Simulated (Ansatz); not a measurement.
Computed with Ansatz on PBE0-D4/def2-TZVP structures; ΔE is electronic, products minus reactants. CCSD(T)/CBS adds triple-zeta CCSD(T) − MP2 to the extrapolated MP2 energy (def2 sets, frozen cores). This one scheme is used for every species. Functionals use def2-TZVPP. Each species was taken in one conformer, which may not be the lowest.

Consider the ligand exchange at the Si–C bond: `C=C[SiH2]N[SiH2]O` + CH₃OH → `CO[SiH2]N[SiH2]O` + `C=C`.

`C=C[SiH2]N[SiH2]O`:

Z-matrix (Å, degrees):
```
Si
C 1 1.862
N 1 1.727 2 112.1
H 1 1.487 2 109.0 3 -119.5
H 1 1.489 2 109.1 3 121.5
C 2 1.331 1 123.1 3 -1.0
H 2 1.090 1 118.9 3 179.1
Si 3 1.719 1 127.5 2 -85.5
H 3 1.011 1 115.6 2 81.9
H 6 1.087 2 122.4 1 -179.9
H 6 1.087 2 121.4 1 -0.4
O 8 1.648 3 115.1 1 90.2
H 8 1.479 3 109.4 1 -153.5
H 8 1.485 3 105.8 1 -31.3
H 12 0.959 8 117.3 3 -70.2
```

CH₃OH:

Cartesian coordinates in Å:
```
C 0.231 -0.270 -0.028
O -0.213 1.067 -0.067
H 1.287 -0.263 -0.299
H -0.301 -0.908 -0.744
H 0.139 -0.712 0.972
H -1.143 1.086 0.167
```

`CO[SiH2]N[SiH2]O`:

Cartesian coordinates in Å:
```
C -0.398 -1.755 1.256
O -0.473 -1.445 -0.119
Si 0.782 -0.719 -0.915
N 1.003 0.898 -0.377
Si -0.253 2.086 -0.368
O -1.662 1.311 -0.693
H -1.329 -2.240 1.551
H 0.431 -2.441 1.464
H -0.264 -0.854 1.866
H 0.373 -0.790 -2.332
H 2.051 -1.448 -0.649
H 1.852 1.102 0.129
H -0.239 2.761 0.961
H -0.115 3.117 -1.424
H -1.758 0.417 -0.350
```

`C=C`:

Cartesian coordinates in Å:
```
C 0.428 0.088 -0.496
C -0.428 -0.088 0.496
H 0.316 0.899 -1.208
H 1.278 -0.571 -0.640
H -0.316 -0.899 1.208
H -1.278 0.571 0.640
```

```json
{"species": "`C=C[SiH2]N[SiH2]O`", "PBE0-D4 energy (Eh)": "-790.29907"}
{"species": "CH₃OH", "PBE0-D4 energy (Eh)": "-115.64111"}
{"species": "`CO[SiH2]N[SiH2]O`", "PBE0-D4 energy (Eh)": "-827.46020"}
{"species": "`C=C`", "PBE0-D4 energy (Eh)": "-78.51511"}
```

(1) Work out ΔE.

Largest T1 diagnostic among the species: 0.012.

Results:

(1) ΔE = (-827.46020) + (-78.51511) − (-790.29907) − (-115.64111) = -0.03513 Eh = -92.2 kJ/mol. CCSD(T)/CBS gives -100.8 kJ/mol.

In def2-TZVPP, CCSD(T) changes the Hartree–Fock value by +10.7 kJ/mol (the triples alone add +1.5 kJ/mol) and MP2 by +10.2 kJ/mol. From PBE to PBE0 (25 % exact exchange), in def2-TZVPP and without D4, ΔE moves by −3.4 kJ/mol.
